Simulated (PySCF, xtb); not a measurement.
C2H5BBrF. Atoms are numbered in the order given.

```xyz
10

B      0.2954    -0.4638     0.0000
F      1.5933    -0.7577     0.0000
Br    -0.1610     1.4193     0.0000
C     -0.8117    -1.5738     0.0000
C     -0.3080    -3.0218     0.0000
H     -1.4743    -1.3735    -0.8732
H     -1.4743    -1.3735     0.8732
H      0.3162    -3.2353     0.8910
H      0.3162    -3.2353    -0.8910
H     -1.1470    -3.7460     0.0000
```
Charge 0, spin multiplicity 1.

The structure is a stationary point at PBE-D3(BJ)/def2-SVP. The structure was generated by enumeration, and PubChem lists no compound with its InChIKey, so it may never have been made. One conformer was computed; it need not be the lowest.

Method: C-PCM-PBE0/def2-SVP (PySCF).

The values are the electrostatic part of the solvation free energy, E(continuum) − E(gas) at the gas-phase geometry, in a cavity of scaled van der Waals radii (PySCF's table); cavitation and dispersion terms are not included. In vacuum the orbital gap is 7.75 eV. The dipole moment in vacuum is 1.72 D.

Computed values in water (ε = 78.36), acetone (ε = 20.49), diethylether (ε = 4.24):
```csv
solvent,ε,ΔG(elec) (kcal/mol),dipole (D),gap (eV)
water,78.36,-1.9,2.10,7.94
acetone,20.49,-1.8,2.08,7.93
diethylether,4.24,-1.4,2.00,7.89
```

For comparison, GFN2-xTB/ALPB(water) (xtb, at the GFN2-xTB geometry, all terms of that model) gives -0.9 kcal/mol.
